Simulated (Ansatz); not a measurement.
Reaction (substitution at a C–Al bond): `[AlH2][CH2][InH2]` + NH₃ → `N[CH2][InH2]` + `[AlH3]`

Computed with Ansatz on PBE0-D4/def2-TZVP structures; ΔE is electronic, products minus reactants. CCSD(T)/CBS adds triple-zeta CCSD(T) − MP2 to the extrapolated MP2 energy (def2 sets, frozen cores). This one scheme is used for every species. Functionals use def2-TZVPP. B3LYP here is the variant with VWN-RPA as its local correlation; programs differ in this. def2 core potentials past Kr. For In outer-core shells are correlated without core-valence functions, which leaves a few kJ/mol of doubt a bond. Each species was taken in one conformer, which may not be the lowest.

```csv
level,ΔE (kJ/mol),difference from CCSD(T)/CBS
LDA (SPW92),121.5,-8.1
PBE-D4,122.7,-6.9
revPBE-D4,116.9,-12.7
BLYP-D4,117.3,-12.3
r2SCAN-D4,129.8,0.2
B97M-V,122.0,-7.6
PBE0-D4,123.6,-6.0
r2SCANh-D4,129.5,-0.1
r2SCAN0-D4,128.9,-0.7
BHLYP-D4,120.9,-8.7
ωB97X-V,116.7,-12.9
B2PLYP,123.7,-5.9
PBE-QIDH,127.4,-2.2
PBE,122.1,-7.5
revPBE,121.0,-8.6
BLYP,117.2,-12.4
PBE0,122.9,-6.7
B3LYP,118.4,-11.2
r2SCANh,129.3,-0.3
r2SCAN0,128.6,-1.0
CAM-B3LYP,116.3,-13.3
LC-ωPBE,120.3,-9.3
RPA@PBE/def2-TZVPP,116.7,-12.9
HF/def2-SVP,101.4,-28.2
MP2/def2-SVP,116.8,-12.8
CCSD/def2-SVP,108.5,-21.1
CCSD(T)/def2-SVP,109.8,-19.8
HF/def2-TZVPP,111.5,-18.1
MP2/def2-TZVPP,132.9,3.3
SCS-MP2/def2-TZVPP,124.6,-5.0
CCSD/def2-TZVPP,123.5,-6.1
CCSD(T)/def2-TZVPP,126.0,-3.6
HF/def2-QZVPP,111.9,-17.7
MP2/def2-QZVPP,135.1,5.5
SCS-MP2/def2-QZVPP,126.9,-2.7
CCSD/def2-QZVPP,125.6,-4.0
CCSD(T)/def2-QZVPP,128.6,-1.0
HF/CBS(def2),111.9,-17.7
MP2/CBS(def2),136.5,6.9
CCSD/CBS(def2),127.1,-2.5
CCSD(T)/CBS,129.6,0
```

Largest T1 diagnostic among the species: 0.013.

In def2-TZVPP, CCSD(T) changes the Hartree–Fock value by +14.5 kJ/mol (the triples alone add +2.5 kJ/mol) and MP2 by +21.4 kJ/mol. Leaving LDA and LC-ωPBE aside and taking each functional with its dispersion term where it has one, the values spread over 13.1 kJ/mol, from ωB97X-V to r2SCAN-D4. At CCSD(T), def2-SVP lies −19.8 kJ/mol from the extrapolated value and def2-TZVPP −3.6 kJ/mol.
